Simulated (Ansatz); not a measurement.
`F[SiH]([SeH])O[SiH3]` + H₂ → `F[SiH2][SeH]` + `O[SiH3]` at 600 K and 1 bar (hydrogenolysis of the Si–O bond).

Isolated molecules relaxed with PBE0-D4/def2-TZVP in Ansatz; ΔE leaves out vibrations. CBS: MP2 limit from def2 TZ/QZ plus the TZ coupled-cluster correction, frozen cores. This one scheme is used for every species. For Se outer-core shells are correlated without core-valence functions, which leaves a few kJ/mol of doubt a bond. Scalar relativity is left out up to krypton. Each species was taken in one conformer, which may not be the lowest.

```tsv
species	CCSD(T)/CBS energy (Eh)	H − E (kJ/mol)	S (J/(mol·K))
`F[SiH]([SeH])O[SiH3]`	-3157.02257	202.8	507.4
H₂	-1.17544	43.9	150.8
`F[SiH2][SeH]`	-2791.46485	115.9	365.3
`O[SiH3]`	-366.69042	135.7	307.9
```

H − E and S are ideal-gas, rigid-rotor, harmonic terms from PBE0-D4/def2-TZVP, for one conformer and one mirror image of each species. The MP2-based limit puts H₂ 0.8 mEh under its directly extrapolated value; such offsets cancel only in part. 1 Eh = 2625.50 kJ/mol, R = 8.31446 J/(mol·K).

Problem. By hand: ΔE, ΔH, ΔS and ΔG.

Solution. ΔE = (-2791.46485) + (-366.69042) − (-3157.02257) − (-1.17544) = 0.04274 Eh = 112.2 kJ/mol. Δ(H − E) = 115.9 + 135.7 − 202.8 − 43.9 = 4.9, so ΔH = 117.1 kJ/mol. ΔS = 365.3 + 307.9 − 507.4 − 150.8 = 15.0 J/(mol·K). ΔG = 117.1 − 600 × (15.0)/1000 = 108.1 kJ/mol.

Problem. By hand: the equilibrium constant, and the temperature at which ΔG would vanish if ΔH and ΔS stayed fixed.

Solution. log₁₀ K = −ΔG/(RT ln 10) = -9.4. ΔG = 0 at ΔH/ΔS = 7807 K, far beyond where these terms or the molecules hold.

ΔH outweighs TΔS. A doubt of 5 kJ/mol in ΔE shifts log₁₀ K by 0.4 here. Other conformers and mirror images would add mixing entropy, several J/(mol·K) or more a flexible species. Modes under 60 cm⁻¹, often nearly free rotors, make the harmonic entropy too high. These are equilibria of isolated gas molecules and say nothing of rates. Largest T1 diagnostic: 0.011 (customary marks: 0.02 for closed shells, 0.045 for open ones).
